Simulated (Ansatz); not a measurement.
One change: `C[SiH2]CCF` becomes `[BH2][GaH][CH2]CF`.

Ansatz, PBE0-D4/def2-TZVP geometries, multiplicity 1. Each molecule was computed in one conformer, which needn't be the lowest.

Scalar relativity is left out up to krypton.

```json
{"property": "HOMO–LUMO gap (B3LYP/def2-TZVPP) / eV", "`C[SiH2]CCF`": "9.09"}
{"property": "LUMO energy (ωB97M-V/def2-TZVPP) / eV", "`C[SiH2]CCF`": "2.45"}
{"property": "HOMO–LUMO gap (ωB97M-V/def2-TZVPP) / eV", "`C[SiH2]CCF`": "13.25"}
{"property": "size of the dipole moment (ωB97M-V/def2-TZVPP) / D", "`C[SiH2]CCF`": "1.30"}
{"property": "LUMO energy (PBE0/def2-TZVPP) / eV", "`C[SiH2]CCF`": "1.01"}
{"property": "size of the dipole moment (B3LYP/def2-TZVPP) / D", "`C[SiH2]CCF`": "1.31"}
```

Problem. What does the change do to each property? (An estimate is asked.)

Solution. Ansatz gave: 
```json
{"property": "HOMO–LUMO gap (B3LYP/def2-TZVPP) / eV", "`[BH2][GaH][CH2]CF`": "4.76", "shift": "-4.33"}
{"property": "LUMO energy (ωB97M-V/def2-TZVPP) / eV", "`[BH2][GaH][CH2]CF`": "-0.14", "shift": "-2.59"}
{"property": "HOMO–LUMO gap (ωB97M-V/def2-TZVPP) / eV", "`[BH2][GaH][CH2]CF`": "9.21", "shift": "-4.04"}
{"property": "size of the dipole moment (ωB97M-V/def2-TZVPP) / D", "`[BH2][GaH][CH2]CF`": "1.87", "shift": "0.57"}
{"property": "LUMO energy (PBE0/def2-TZVPP) / eV", "`[BH2][GaH][CH2]CF`": "-2.05", "shift": "-3.06"}
{"property": "size of the dipole moment (B3LYP/def2-TZVPP) / D", "`[BH2][GaH][CH2]CF`": "1.94", "shift": "0.63"}
```

With PBE0 the HOMO rises by 1.33 eV and the LUMO falls by 3.06 eV, so the gap narrows by about 4.39 eV. PBE moves the HOMO by 1.11 eV and ωB97M-V by 1.44 eV. Dipoles are sizes alone; their direction can turn.

Positive LUMOs are unbound, so they and the gaps depend on the basis.

B3LYP here is the variant with VWN-RPA as its local correlation; programs differ in this.
